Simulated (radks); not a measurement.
The numbers below are computed, except where a source is named.
Question: These are the eigenvalues of the occupied orbitals of an atom or ion with whole-number occupations (eV). Code: a radial shooting solver on a logarithmic mesh with Libxc functionals. Model: non-relativistic Kohn-Sham, TPSS, spin-polarised, spherical densities, point nucleus; meta-GGA in the generalised Kohn-Sham scheme.

1s: -11659.93
2s: -2142.054
2p: -2000.953
3s: -807.7995

Which element is it, and in what charge state? The configuration may be excited. Open shells, if any, are filled with parallel spins first.

Answer: Z = 32, germanium, charge +20: Ge20+ in [Ne] 3s2. The list shows which subshells hold electrons but not how many an open one holds; the 1s level, -428.49 hartree, gives Z - s = 29.3 by -(Z - s)^2/2, which with screening narrows Z to a few neighbours, and the depths of the outer levels then fix element, charge and occupations together.
